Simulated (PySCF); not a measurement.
# Atomic charges against the basis set

Species: C4H7NSi.
SMILES with atom numbers: `[SiH3:1]/[N:2]=[C:3]1/[CH:4]=[CH:5][CH2:6]1` (hydrogens: H7, H8, H9 on Si1; H10 on C4; H11 on C5; H12, H13 on C6)

PBE0 throughout (PySCF), one geometry, spherical d and f functions. Geometry: PBE0-D3(BJ)/def2-SVP; no solvent, vibrations or thermal averaging. Atoms taken as equivalent share a column and are averaged. The first 7 of 10 kinds of atom are listed.

Mulliken charges (e):

```csv
basis,functions,Si1,N2,C3,C4,C5,C6,H7/H8/H9
STO-3G,41,+0.642,-0.412,+0.109,-0.098,-0.069,-0.172,-0.115
6-31G,72,+0.658,-0.662,+0.118,+0.003,-0.205,-0.347,-0.112
pcSseg-0,72,+0.699,-0.813,+0.090,-0.099,-0.229,-0.459,-0.079
6-31G*,102,+0.437,-0.551,+0.288,-0.109,-0.158,-0.422,-0.082
cc-pVDZ,123,+0.308,-0.358,+0.087,+0.054,-0.066,+0.015,-0.066
def2-SVP,123,+0.454,-0.316,+0.001,-0.019,-0.052,-0.011,-0.090
aug-cc-pVDZ,205,-0.456,-0.705,+0.345,+0.404,+0.484,+0.344,+0.225
"6-311+G(2d,p)",212,+0.564,-0.542,+0.456,-0.328,+0.043,-0.512,-0.073
def2-TZVP,234,+0.241,-0.267,+0.038,-0.135,-0.138,-0.139,-0.036
cc-pVTZ,282,+0.228,-0.260,+0.150,-0.180,-0.081,-0.169,-0.046
IGLO-III,289,+0.896,-0.552,+0.189,-0.131,-0.016,-0.245,-0.180
pcSseg-2,321,+0.667,-0.458,+0.147,-0.117,+0.008,-0.042,-0.142
```

IAO charges (e):

```json
{"basis": "STO-3G", "functions": "41", "Si1": "+0.716", "N2": "-0.429", "C3": "+0.098", "C4": "-0.153", "C5": "-0.104", "C6": "-0.300", "H7/H8/H9": "-0.125"}
{"basis": "6-31G", "functions": "72", "Si1": "+0.567", "N2": "-0.498", "C3": "+0.182", "C4": "-0.174", "C5": "-0.107", "C6": "-0.333", "H7/H8/H9": "-0.091"}
{"basis": "pcSseg-0", "functions": "72", "Si1": "+0.565", "N2": "-0.491", "C3": "+0.169", "C4": "-0.172", "C5": "-0.103", "C6": "-0.339", "H7/H8/H9": "-0.087"}
{"basis": "6-31G*", "functions": "102", "Si1": "+0.708", "N2": "-0.548", "C3": "+0.214", "C4": "-0.176", "C5": "-0.098", "C6": "-0.315", "H7/H8/H9": "-0.130"}
{"basis": "cc-pVDZ", "functions": "123", "Si1": "+0.699", "N2": "-0.540", "C3": "+0.213", "C4": "-0.181", "C5": "-0.100", "C6": "-0.316", "H7/H8/H9": "-0.128"}
{"basis": "def2-SVP", "functions": "123", "Si1": "+0.717", "N2": "-0.539", "C3": "+0.209", "C4": "-0.177", "C5": "-0.095", "C6": "-0.310", "H7/H8/H9": "-0.133"}
{"basis": "aug-cc-pVDZ", "functions": "205", "Si1": "+0.703", "N2": "-0.555", "C3": "+0.217", "C4": "-0.183", "C5": "-0.103", "C6": "-0.321", "H7/H8/H9": "-0.127"}
{"basis": "6-311+G(2d,p)", "functions": "212", "Si1": "+0.738", "N2": "-0.566", "C3": "+0.218", "C4": "-0.183", "C5": "-0.103", "C6": "-0.322", "H7/H8/H9": "-0.136"}
{"basis": "def2-TZVP", "functions": "234", "Si1": "+0.748", "N2": "-0.567", "C3": "+0.220", "C4": "-0.184", "C5": "-0.103", "C6": "-0.323", "H7/H8/H9": "-0.139"}
{"basis": "cc-pVTZ", "functions": "282", "Si1": "+0.732", "N2": "-0.561", "C3": "+0.219", "C4": "-0.184", "C5": "-0.103", "C6": "-0.323", "H7/H8/H9": "-0.135"}
{"basis": "IGLO-III", "functions": "289", "Si1": "+0.746", "N2": "-0.568", "C3": "+0.219", "C4": "-0.184", "C5": "-0.104", "C6": "-0.323", "H7/H8/H9": "-0.138"}
{"basis": "pcSseg-2", "functions": "321", "Si1": "+0.745", "N2": "-0.566", "C3": "+0.219", "C4": "-0.183", "C5": "-0.103", "C6": "-0.324", "H7/H8/H9": "-0.138"}
```

Hirshfeld charges (e):

```tsv
basis	functions	Si1	N2	C3	C4	C5	C6	H7/H8/H9
STO-3G	41	+0.421	-0.268	+0.066	-0.040	-0.019	-0.035	-0.080
6-31G	72	+0.325	-0.280	+0.093	-0.049	-0.017	-0.068	-0.072
pcSseg-0	72	+0.346	-0.259	+0.090	-0.050	-0.014	-0.075	-0.077
6-31G*	102	+0.314	-0.270	+0.099	-0.047	-0.012	-0.065	-0.077
cc-pVDZ	123	+0.326	-0.249	+0.095	-0.049	-0.009	-0.077	-0.081
def2-SVP	123	+0.333	-0.253	+0.099	-0.051	-0.010	-0.080	-0.083
aug-cc-pVDZ	205	+0.336	-0.268	+0.088	-0.052	-0.015	-0.089	-0.079
6-311+G(2d,p)	212	+0.341	-0.272	+0.084	-0.051	-0.013	-0.083	-0.080
def2-TZVP	234	+0.332	-0.266	+0.091	-0.052	-0.013	-0.085	-0.080
cc-pVTZ	282	+0.329	-0.262	+0.094	-0.051	-0.012	-0.085	-0.080
IGLO-III	289	+0.331	-0.265	+0.088	-0.053	-0.014	-0.089	-0.077
pcSseg-2	321	+0.339	-0.269	+0.091	-0.052	-0.013	-0.088	-0.080
```

Some averages cover members that differ in this geometry, most widely: H7/H8/H9, Mulliken in aug-cc-pVDZ +0.185 to +0.245; H7/H8/H9, Mulliken in 6-31G -0.140 to -0.098; H7/H8/H9, IAO in 6-31G -0.113 to -0.080; H7/H8/H9, IAO in pcSseg-0 -0.109 to -0.076 e.

Which scheme is steadiest as the basis changes?

Largest range over the bases for any column: Hirshfeld 0.11 e, IAO 0.18 e, Mulliken 1.35 e. Hirshfeld charges move least and Mulliken charges most, counted in e. Without the minimal STO-3G basis the ranges are Hirshfeld 0.03, IAO 0.18, Mulliken 1.35 e.

How much do the charges still move between the two largest bases, IGLO-III and pcSseg-2?

At most, over all atoms: Mulliken 0.229 e, IAO 0.002 e, Hirshfeld 0.008 e.

What do the same runs give for the total energy, the frontier levels and the dipole moment?

| basis | energy (Eh) | HOMO (eV) | LUMO (eV) | μ (D) |
| --- | --- | --- | --- | --- |
| STO-3G | -494.4979 | -3.91 | 1.95 | 1.44 |
| 6-31G | -500.3152 | -6.57 | -1.02 | 2.46 |
| pcSseg-0 | -499.5941 | -6.78 | -1.35 | 2.35 |
| 6-31G* | -500.4197 | -6.71 | -1.05 | 2.53 |
| cc-pVDZ | -500.4513 | -6.77 | -1.20 | 2.40 |
| def2-SVP | -500.1981 | -6.85 | -1.30 | 2.45 |
| aug-cc-pVDZ | -500.4628 | -6.92 | -1.40 | 2.56 |
| 6-311+G(2d,p) | -500.5101 | -6.97 | -1.42 | 2.61 |
| def2-TZVP | -500.5286 | -6.93 | -1.39 | 2.59 |
| cc-pVTZ | -500.5243 | -6.90 | -1.35 | 2.55 |
| IGLO-III | -500.5329 | -6.96 | -1.42 | 2.60 |
| pcSseg-2 | -500.5347 | -6.96 | -1.42 | 2.59 |

The dipole is fixed by the density alone, so its range of 1.17 D shows that the density itself changes with the basis, not only its division among atoms.
